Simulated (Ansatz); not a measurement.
Ansatz (a program for electronic structure) input (PBE0/STO-3G):

Ansatz 0.2 input:
```yaml
crystal:
  periodic: [false, false, false]
  atoms:
    - {symbol: O, position_ang: [-0.41745230, 0.01298795, -1.49468275]}
    - {symbol: B, position_ang: [-0.68082157, -0.00807461, -0.24945043]}
    - {symbol: O, position_ang: [-1.76088523, -0.03711081, 0.56846873]}
    - {symbol: P, position_ang: [1.24898239, 0.01413763, 0.50813949]}
    - {symbol: H, position_ang: [-1.55391780, -0.04619388, 1.50725522]}
    - {symbol: H, position_ang: [1.84260249, -1.01689412, -0.25023865]}
    - {symbol: H, position_ang: [1.80738763, 1.08437943, -0.22214455]}
basis:
  gaussian:
    orbitals: STO-3G
hamiltonian:
  xc: {name: PBE0}
magnetization: {spin_polarized: true, initial_magnetization: 1}
```

End of the output:

```
integrals: 0.01 GiB planned
348 factors; integrals over basis functions are off by at most 6.3e-5 eV
0.07 GiB of the device are held for the grids
0.07 GiB of device memory are held for the factors and their scratch space
mean field: 0.11 GiB planned
mean field evaluation 1: about -13925.6532 eV, gradient 2.4e1 eV
mean field evaluation 2: about -13906.9558 eV, gradient 6.4e1 eV
mean field evaluation 4: about -13929.9546 eV, gradient 4.8e0 eV
mean field evaluation 8: about -13930.0822 eV, gradient 1.1e-1 eV
mean field evaluation 16: about -13930.0824 eV, gradient 7.8e-5 eV
mean field -13930.08236543 eV, -511.9210847807 hartree, gradient 7.8e-5 eV, S^2 0.760751; 0 other end points of the search recorded, 0 dependent functions left out
reference -13930.08237914 eV, -511.9210852846 hartree; 20, 19 occupied and 7, 8 virtual orbitals, 348 factors
Total energy: -13930.08237914 eV, -511.9210852846 hartree
```

It need not be the lowest isomer of its formula.
